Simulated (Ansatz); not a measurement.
One change: `[F][InH][GeH3]` becomes `[F][InH2]`.

Ansatz, PBE0-D4/def2-TZVP geometries, multiplicity 1. 

Elements past krypton have def2 core potentials. Scalar relativity is left out up to krypton.

| property | `[F][InH][GeH3]` |
| --- | --- |
| LUMO energy (ωB97M-V/def2-TZVPP) / eV | -0.44 |
| HOMO–LUMO gap (PBE0/def2-TZVPP) / eV | 5.87 |
| size of the dipole moment (ωB97M-V/def2-TZVPP) / D | 3.07 |
| HOMO energy (PBE0/def2-TZVPP) / eV | -7.86 |
| LUMO energy (B3LYP/def2-TZVPP) / eV | -2.26 |
| zero-point energy (PBE0-D4/def2-TZVP) / kJ/mol | 80.2 |

(1) What does the change do to each property? (An estimate is asked.)

## Answers

(1) Computed: 
```csv
property,`[F][InH2]`,shift
LUMO energy (ωB97M-V/def2-TZVPP) / eV,-0.36,0.08
HOMO–LUMO gap (PBE0/def2-TZVPP) / eV,6.91,1.04
size of the dipole moment (ωB97M-V/def2-TZVPP) / D,3.07,0.00
HOMO energy (PBE0/def2-TZVPP) / eV,-8.74,-0.88
LUMO energy (B3LYP/def2-TZVPP) / eV,-2.15,0.11
zero-point energy (PBE0-D4/def2-TZVP) / kJ/mol,35.2,-45.0
```

With PBE0 the HOMO falls by 0.88 eV and the LUMO rises by 0.16 eV, so the gap widens by about 1.04 eV. PBE moves the HOMO by -0.56 eV and ωB97M-V by -1.10 eV. The zero-point energy changes by -45.0 kJ/mol with -9 modes. Dipoles are sizes alone; their direction can turn.

B3LYP here is the variant with VWN-RPA as its local correlation; programs differ in this.
